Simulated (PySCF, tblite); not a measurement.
C6H12BF2N.
SMILES: `C=C(C)[B@@H-](C(C(F)F)=C)[NH3+]`

Jobs on this species (22 atoms, 78 electrons) with PySCF (density fitting) and tblite. Hardware of each: an Arm Neoverse V1 with one thread, no GPU, shared host. Other jobs ran on the host; a repeat could differ by tens of per cent or more.

```json
{"level and settings": "GFN2-xTB", "work": "Hessian by finite differences", "basis functions": "–", "SCF cycles": "–", "wall time": "0.94 s"}
{"level and settings": "GFN2-xTB", "work": "L-BFGS relaxation", "basis functions": "–", "SCF cycles": "–", "wall time": "?"}
{"level and settings": "PBE0/pcSseg-1", "work": "shieldings, charges and field gradients", "basis functions": "230", "SCF cycles": "14", "wall time": "56 s"}
```

Task: Fill in the missing figures.

Result: 
- GFN2-xTB; L-BFGS relaxation: 1.2 s

Task: What do all jobs in the table cost together?

Result: About 58 s; the longest takes about 96 % of that, and about 60 times as long as the shortest.
